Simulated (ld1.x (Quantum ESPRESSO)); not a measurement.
u(r) = r·R(r): atom against pseudo-atom (arsenic (As))

Columns: radius, all-electron u(r) and pseudo u(r) of the 4s shell (level -14.70 eV) of arsenic in the configuration [Ar] 3d10 4s2 4p3; LDA (PZ), scalar-relativistic, ultrasoft scheme, ld1.x (Quantum ESPRESSO) 7.5.

```csv
r (bohr),all-electron,pseudo
0.117,-0.2211,-0.0642
0.234,-0.0218,-0.1297
0.351,0.2990,-0.1974
0.468,0.3782,-0.2680
0.585,0.2633,-0.3411
0.702,0.0606,-0.4160
0.819,-0.1580,-0.4910
0.936,-0.3550,-0.5638
1.053,-0.5156,-0.6317
1.170,-0.6363,-0.6917
1.287,-0.7199,-0.7409
1.404,-0.7714,-0.7766
1.521,-0.7965,-0.7970
1.638,-0.8008,-0.8008
1.755,-0.7890,-0.7890
1.872,-0.7654,-0.7654
1.989,-0.7334,-0.7334
2.106,-0.6957,-0.6957
2.223,-0.6546,-0.6546
2.340,-0.6118,-0.6118
2.457,-0.5685,-0.5685
2.574,-0.5257,-0.5257
2.691,-0.4841,-0.4841
2.808,-0.4442,-0.4442
2.925,-0.4064,-0.4064
3.042,-0.3707,-0.3707
```

Q: How many radial nodes do the two functions have?

A: The all-electron 4s function has n − l − 1 = 3 (the table is too coarse to show those close to the nucleus); the pseudo-wave has 0, since the states of the same l below it are removed with the core.

Q: At about which radius was the pseudo-wave matched?

A: 1.60 bohr, where the columns begin to agree (steps of 0.12 bohr).

Q: Is the pseudo-wave norm-conserving?

A: No, it belongs to an ultrasoft set: the norm inside the radius is not constrained, and the difference is carried by the augmentation charge.
